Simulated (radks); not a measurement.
Coulomb parameter of the 3d shell of the copper ion Cu+ in the model configuration [Ar] 3d8.5 4s1.5, as a second difference U = [E(n + 0.5) + E(n - 0.5) - 2 E(n)] / (0.5)^2 with all orbitals relaxed. "Bare": the charge of the atom changes with n. "Screened": the 4s shell takes up the change at fixed total charge, which measures U(3d,3d) + U(4s,4s) - 2 U(3d,4s). Calculated with a radial shooting solver on a logarithmic mesh with Libxc functionals: Dirac Kohn-Sham, PBEsol, spin-unpolarised, spherical densities, point nucleus; open shells are shared between the two j in proportion to 2j + 1.

case              configuration  E - E(n) (eV)
start          [Ar] 3d8.5 4s1.5          0.000
bare +0.5        [Ar] 3d9 4s1.5         -8.945
bare -0.5        [Ar] 3d8 4s1.5         13.122
screened +0.5      [Ar] 3d9 4s1         -3.164
screened -0.5      [Ar] 3d8 4s2          4.271

U(bare) = 16.706 eV, U(screened by 4s) = 4.428 eV.
